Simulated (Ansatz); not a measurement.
# Worked example: the barrier

An elementary step of BNH$_{4}$OF$_{2}$, closed shell (BNH₂F₂ ([NH2][B]([F])[F]) + H₂O → BHOF₂ ([OH][B]([F])[F]) + NH₃ (still joined by a long B–N bond); bonds formed: B1–O6, N2–H5; bonds broken: H5–O6; bonds weakened to dative contacts: B1–N2). “Start” is the structure reached by relaxing down from the saddle towards the reactants; PBE0-D4/def2-TZVP structures. The saddle:

```
9
angstrom
B -0.4143 0.4212 -0.3313
N 1.0501 -0.0606 -0.1044
F -1.0242 -0.1826 -1.3926
F -0.6070 1.7537 -0.2180
H 0.2376 -0.5955 0.8645
O -0.8829 -0.3147 1.0139
H 1.7172 0.6525 0.1552
H 1.4339 -0.6500 -0.8293
H -1.5103 -1.0240 0.8420
```

Ansatz 0.2.0; basis: def2-TZVPP and def2-QZVPP; cores frozen in the correlated methods.

Energies in eV:

| quantity | saddle | start |
| --- | --- | --- |
| Hartree–Fock, triple zeta (X = 3) | -9673.75736 | -9675.03663 |
| Hartree–Fock, quadruple zeta (X = 4) | -9674.18271 | -9675.48112 |
| MP2 correlation, X = 3 | -29.64495 | -29.00927 |
| MP2 correlation, X = 4 | -32.14366 | -31.51513 |
| CCSD(T) correlation, X = 3 | -30.94393 | -30.36152 |

Task: Work out the barrier at the basis limit: extrapolate Hartree–Fock as E(X) = E∞ + A exp(−7.88 √X) and the MP2 correlation as E(X) = E∞ + B X^−2.97 (the exponents that Neese and Valeev fitted for def2-TZVPP and QZVPP), then add CCSD(T) − MP2 in triple zeta.

Result: Each step is linear, so take the differences first (saddle − start): Hartree–Fock 1.27927 (X = 3) and 1.29841 (X = 4); MP2 correlation -0.63568 and -0.62853; CCSD(T) correlation -0.58241.
Two points give E∞ = E(4) + w [E(4) − E(3)], with w = 1/(exp(7.88 (2 − √3)) − 1) = 0.1377 for Hartree–Fock and w = 1/((4/3)^2.97 − 1) = 0.7407 for the correlation.
Hartree–Fock: 1.29841 + 0.1377 × 0.01914 = 1.3010 eV.
MP2 correlation: -0.62853 + 0.7407 × 0.00715 = -0.6232 eV.
CCSD(T) − MP2: -0.58241 − (-0.63568) = 0.0533 eV.
Sum: 1.3010 + (-0.6232) + 0.0533 = 0.7311 eV, or 16.86 kcal/mol. Plain CCSD(T) in triple zeta gives 0.6969 eV, so the larger basis shifts the result by 0.0342 eV.

No T1 diagnostic of these runs exceeds 0.011.

The step is the kind of ligand exchange by which a precursor binds to a hydroxyl group, or is hydrolysed, in atomic layer deposition of oxides.

Labels in which every atom is bracketed show which atoms are joined, not bond orders.

For scale, one of the runs: CCSD(T)/def2-TZVPP, 211 basis functions, launched by `ansatz run in.yaml --threads 4 --pin off --events-out ev --progress --plain --max-ram 9574MiB`. Time: 2.2 min of wall clock on 4 CPU threads of an AMD EPYC; the host was shared. Peak host memory: 3.4 GiB.
